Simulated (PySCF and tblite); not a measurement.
The numbers below are computed, except where a source is named.
System: C7H6OS, numbered as in [OH:1][c:2]1[cH:3][cH:4][cH:5][cH:6][c:7]1[CH:8]=[S:9].

Motion: rotation about the C7–C8 bond (torsion C2–C7–C8–S9 from 0° to 180°, rising). GFN2-xTB gives an electronic barrier of 12.5 kcal/mol and a reaction energy of 5.1 kcal/mol.

Problem. What does revPBE/pcSseg-1 + D3(BJ), IEF-PCM dimethylsulfoxide give on GFN2-xTB geometries?

Solution. A barrier of 17.4 kcal/mol, 4.9 above the tight-binding barrier (from unrounded values), a reaction energy of 7.6 kcal/mol and, with GFN2-xTB thermal terms, ΔG‡(298 K) = 16.9 kcal/mol and k = 4.8 s⁻¹ (2 equivalent paths).

Programs: tblite and PySCF.
